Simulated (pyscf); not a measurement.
# `[F][Sn]([Cl])([Cl])[Cl]`, singlet

Gas-phase minimum from PySCF at ωB97X-D3(BJ)/def2-SVP, one conformer. 

```
Sn
F 1 1.9135
Cl 1 2.2945 2 107.81
Cl 1 2.2945 2 107.72 3 -120.02
Cl 1 2.2946 2 108.00 4 -120.03
```

Properties at ωB97X-D3(BJ)/def2-SVP:

| Item | Value |
|---|---|
| Harmonic wavenumbers, unscaled | 103, 104, 128, 162, 163, 391, 433, 433, 675 cm⁻¹ |
| Zero-point energy | 3.7 kcal/mol |
| Rotational symmetry number | 3 |
| Entropy of this conformer at 298 K and 1 atm, rigid rotor and harmonic oscillator, modes under 100 cm⁻¹ raised to 100 | 366.3 J/(mol K) |
| Dipole moment | 1.01 D |

Single-point totals, which compare only within one level:

```csv
level,total energy (hartree)
ωB97X-D3(BJ)/def2-TZVP,-1695.10364
PBE/def2-TZVP,-1694.34324
r²SCAN/def2-TZVP,-1694.95476
B3LYP-D3(BJ)/def2-TZVP,-1695.12388
PBE0-D3(BJ)/def2-TZVP,-1694.46426
M06-2X/def2-TZVP,-1694.86681
ωB97M-D3(BJ)/def2-TZVP,-1695.20383
```

Elements past Kr carry the def2 core potentials, without spin-orbit coupling.
